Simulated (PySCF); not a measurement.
Job file and geometry (Å, from PBE0-D3(BJ)/def2-SVP) of an NMR shielding run on `InChI=1S/C8H16BN/c1-4-5-8-6-7-9-10(8,2)3/h8H,6-7,9H2,1-3H3/t8-/m0/s1`, GIAO PBE0/pcSseg-1 NMR shielding, non-relativistic, gas phase (PySCF 2.14.0, density-fitted response routines); density fitting, a coarse starting grid and PySCF grid level 2 are the driver's defaults:

```
$ OMP_NUM_THREADS=1 python probes_run.py task.json out

{"job": {"kind": "nmr", "xc": "PBE0", "basis": "pcSseg-1"}, "charge": 0, "multiplicity": 1}
C      4.090637    -1.148461     0.291804
C      2.656286    -1.381776     0.265519
C      1.460345    -1.582532     0.239514
C      0.027301    -1.848168     0.209767
C     -0.455619    -3.023769     1.070678
C     -1.972890    -2.830800     1.257599
B     -2.317956    -1.356113     0.648171
N     -0.811600    -0.674284     0.623836
C     -0.713922     0.427842    -0.338255
C     -0.451582    -0.193747     1.967413
H      4.332714    -0.244191     0.871520
H      4.491628    -1.011978    -0.724552
H      4.620616    -1.995201     0.754981
H     -0.280527    -2.040773    -0.831205
H      0.090722    -3.015374     2.027139
H     -0.174543    -3.963598     0.572090
H     -2.534521    -3.610479     0.721361
H     -2.237653    -2.941851     2.321376
H     -3.034124    -0.611326     1.307695
H     -2.649412    -1.388883    -0.535825
H     -0.967247     0.052554    -1.336903
H     -1.441784     1.201257    -0.061189
H      0.302714     0.851126    -0.342639
H     -1.100335     0.654553     2.214611
H      0.605207     0.112592     1.998081
H     -0.627476    -0.986734     2.702690
```

Problem. What does the program print?

Solution. 
```
coarse grid: 20760 points
cycle   1  E = -393.3446576623  dE =  1.112e+00  |g| = 5.546e-01  |ddm| = 4.799e+00
cycle   2  E = -393.3400123057  dE =  4.645e-03  |g| = 6.030e-01  |ddm| = 1.460e+00
cycle   3  E = -393.4286546582  dE = -8.864e-02  |g| = 9.210e-02  |ddm| = 6.911e-01
cycle   4  E = -393.4298280921  dE = -1.173e-03  |g| = 5.616e-02  |ddm| = 1.164e-01
cycle   5  E = -393.4304811230  dE = -6.530e-04  |g| = 2.210e-02  |ddm| = 6.007e-02
cycle   6  E = -393.4305954885  dE = -1.144e-04  |g| = 5.027e-03  |ddm| = 2.146e-02
cycle   7  E = -393.4306009096  dE = -5.421e-06  |g| = 1.442e-03  |ddm| = 5.468e-03
final grid: 197816 points
cycle   8  E = -393.4904958213  dE = -7.657e-05  |g| = 1.045e-02  |ddm| = 7.981e-02
cycle   9  E = -393.4904854467  dE =  1.037e-05  |g| = 1.236e-02  |ddm| = 2.445e-02
cycle  10  E = -393.4905245838  dE = -3.914e-05  |g| = 1.353e-03  |ddm| = 1.379e-02
cycle  11  E = -393.4905249697  dE = -3.859e-07  |g| = 3.250e-04  |ddm| = 1.579e-03
cycle  12  E = -393.4905249881  dE = -1.848e-08  |g| = 1.022e-04  |ddm| = 2.661e-04
cycle  13  E = -393.4905249901  dE = -1.921e-09  |g| = 4.343e-05  |ddm| = 1.283e-04
cycle  14  E = -393.4905249904  dE = -3.756e-10  |g| = 1.945e-05  |ddm| = 5.387e-05
converged SCF energy = -393.4905249904

GIAO shielding tensors (ppm)
atom      isotropic    diamagn.    paramagn.     s11        s22        s33       span
  0 C      179.793     254.120     -74.327    171.528    171.843    196.010     24.481
  1 C       92.917     270.128    -177.211      3.128     21.839    253.784    250.657
  2 C      103.616     257.832    -154.215     11.301     21.713    277.835    266.534
  3 C      119.720     248.111    -128.391     84.666    116.275    158.217     73.551
  4 C      149.551     246.557     -97.007    114.745    154.177    179.730     64.985
  5 C      176.140     251.379     -75.239    157.388    174.204    196.829     39.441
  6 B      106.391     187.147     -80.756     81.967     98.382    138.823     56.856
  7 N      188.571     322.498    -133.927    165.806    182.778    217.129     51.323
  8 C      134.422     252.604    -118.183    100.312    121.300    181.653     81.341
  9 C      142.540     250.035    -107.495    116.714    130.171    180.735     64.021
 10 H       29.374      31.852      -2.478     24.007     28.039     36.077     12.069
 11 H       29.319      29.376      -0.057     24.060     27.351     36.547     12.487
 12 H       29.295      24.854       4.442     23.992     27.465     36.429     12.437
 13 H       27.864      32.370      -4.506     24.940     26.948     31.706      6.766
 14 H       29.641      30.998      -1.357     25.497     28.983     34.442      8.946
 15 H       29.112      27.961       1.150     23.976     28.144     35.214     11.238
 16 H       30.358      28.908       1.451     26.048     26.921     38.107     12.059
 17 H       30.525      29.394       1.131     26.574     27.114     37.886     11.312
 18 H       28.815      30.513      -1.698     25.248     27.680     33.516      8.268
 19 H       29.007      30.954      -1.947     24.510     28.798     33.713      9.203
 20 H       29.068      33.301      -4.233     25.260     26.258     35.685     10.425
 21 H       28.644      32.913      -4.269     24.538     25.990     35.404     10.865
 22 H       28.775      34.539      -5.764     24.249     27.674     34.402     10.153
 23 H       29.248      31.617      -2.370     25.395     26.641     35.708     10.313
 24 H       29.040      32.765      -3.725     23.953     28.770     34.397     10.444
 25 H       28.836      31.927      -3.090     24.131     27.752     34.625     10.493
```

Problem. Turn these shieldings into chemical shifts. Scale: $^{13}$C (σref 184.41) and $^{1}$H (σref 31.27) vs TMS; $^{11}$B (σref 100.73) against BF3·OEt2; $^{15}$N (σref 265.67) against NH3 (reference shieldings calculated alike).

Solution. Averaging equivalent atoms: C 1: 91.5; C 2: 80.8; C 3: 64.7; C 8: 50.0; C 9: 41.9; C 4: 34.9; C 5: 8.3; C 0: 4.6; B 6: -5.7; N 7: 77.1; H 13: 3.40; H 18: 2.45; H 20/21/22: 2.44; H 19: 2.26; H 23/24/25: 2.23; H 15: 2.16; H 10/11/12: 1.94; H 14: 1.63; H 16: 0.91; H 17: 0.74 ppm. Experimental scales use liquid or dissolved standards, which lie at an offset from isolated NH3 (liquid NH3: subtract about 20 ppm).

Size and cost of the density-fitted run: 250 basis functions, 62 s wall time on 1 thread of an Arm Neoverse V1, shared host; peak memory 1.2 GiB.
